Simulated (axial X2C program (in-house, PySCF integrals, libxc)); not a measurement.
**Worked dissociation energy of HgC⁺: CCSD, without spin–orbit coupling**

Calculated with an axial X2C code built on PySCF integrals. Spin-free means the one-electron spin-free X2C Hamiltonian. Basis: Hg dyall-cv3z [13s14p9d6f4g], C dyall-v3z [7s6p2d1f] (cores contracted in-house); Gaussian nuclei, density fitting, unrestricted open shells. Masses: Hg 201.971 u, C 12.000 u.

Molecular state: M_S = 1/2, Λ = 1 (beyond evenly filled blocks: π+α).

Correlated methods: 15 electrons correlated (number of frozen shells: Hg 5 s, 4 p, 2 d, 1 f; C 1 s), 265 virtual spin orbitals or spinors in MP2, 90 natural virtuals in coupled cluster.

| Item | Value |
| --- | --- |
| E(Hg+) (2M_S = 1, M_L = 0) | -19620.199344 hartree |
| E(C) (2M_S = 2, M_L = 0) | -37.797327 hartree |
| E(HgC⁺) at Re | -19658.060385 hartree |
| ωe | 413.5 cm⁻¹ |

(1) Work out De and D0.

The state is one determinant whose occupation by symmetry is held fixed; it was picked as the lowest of a PBE0 search that is not exhaustive. De is counted from the lowest determinant-based energies of the atoms at the same level, without counterpoise correction. CCSD ran in a truncated set of natural virtual spinors with an MP2 remainder; without triples it tends to underbind.

Each atomic determinant is the lowest at this level and need not be a pure term. Totals compare only within one Hamiltonian and basis.

## Answers

(1) De = -19620.199344 + (-37.797327) − (-19658.060385) = 0.06371 hartree = 1.734 eV. The zero-point energy is ωe/2 = 207 cm⁻¹ = 0.026 eV, so D0 = 1.708 eV.
